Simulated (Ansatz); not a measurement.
CH3FO2Si, SMILES C(=O)O[SiH2]F.

Geometry optimised at PBE0-D3(BJ)/def2-SVP. This is a generated structure with no PubChem entry under its InChIKey; it may be hypothetical. One conformer was computed; it need not be the lowest.

Two levels are set side by side: PBE/def2-SVPD (Ansatz, an electronic-structure program) and PBE0/def2-SVPD (Ansatz). Energy differences of separate SCF runs at the same geometry; the states with an electron removed or added have multiplicity 2 and 2. Differences are taken from unrounded values.

```
quantity                             PBE
---------------------------------  -----
vertical ionisation energy (eV)    11.03
vertical singlet–triplet gap (eV)   5.28
```

Problem. These are the PBE values. What does PBE0 give? (An estimate is asked for; the answer gives what the named calculation found.)

Solution. 
| quantity | PBE0 | PBE minus PBE0 |
|---|---|---|
| vertical ionisation energy (eV) | 11.43 | -0.40 |
| vertical singlet–triplet gap (eV) | 5.20 | 0.08 |
